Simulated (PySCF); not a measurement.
## benzonitrile: calculation against experiment

**Experimental background.**

NIST CCCBDB Release 22 (SRD 101), experimental dipoles lists, for the gas: dipole moment (microwave Stark effect, vibrational ground state) 4.515 ± 0.0068 D.

How close the calculation comes is told at the end.

Compound: benzonitrile, C₇H₅N.
SMILES with atom numbers: `[N:1]#[C:2][c:3]1[cH:4][cH:5][cH:6][cH:7][cH:8]1` (hydrogens: H9 on C4; H10 on C5; H11 on C6; H12 on C7; H13 on C8)

Cartesian coordinates in Å at the PBE/def2-SVP level; atoms count from 1:
```
atom  x, y, z in Å
N1     3.6214    0.7083   -0.0531
C2     2.4645    0.5065   -0.0671
C3     1.0504    0.2589   -0.0843
C4     0.1384    1.3377    0.0036
C5    -1.2393    1.0878   -0.0134
C6    -1.7185   -0.2289   -0.1168
C7    -0.8160   -1.3021   -0.2043
C8     0.5641   -1.0661   -0.1885
H9     0.5221    2.3650    0.0849
H10   -1.9456    1.9287    0.0556
H11   -2.8023   -0.4200   -0.1294
H12   -1.1907   -2.3336   -0.2860
H13    1.2775   -1.9000   -0.2569
```

Runs made with PySCF (gas phase, on this PBE/def2-SVP geometry; no spin–orbit coupling):

```json
{"level": "PBE/def2-SVP, grid level 1", "job": "geometry optimisation from a GFN2-xTB start", "basis functions": "137", "wall time": "35 s"}
```

Hardware: one thread of an Arm Neoverse V2 (shared host).

## Comparison

**Dipole moment.** Measured: 4.515 D (NIST CCCBDB Release 22 (SRD 101), experimental dipoles).

| level | computed (D) | computed − measured (D) | % (from the printed values) |
| --- | --- | --- | --- |
| PBE/def2-SVP | 4.325 | -0.190 | -4 |

The computed dipoles belong to one fixed geometry; measured ones are averaged over vibrations unless marked μe. Magnitudes are compared, not signs.

The geometry is computed, not the measured one. Where a level misses, the cause wasn't examined.
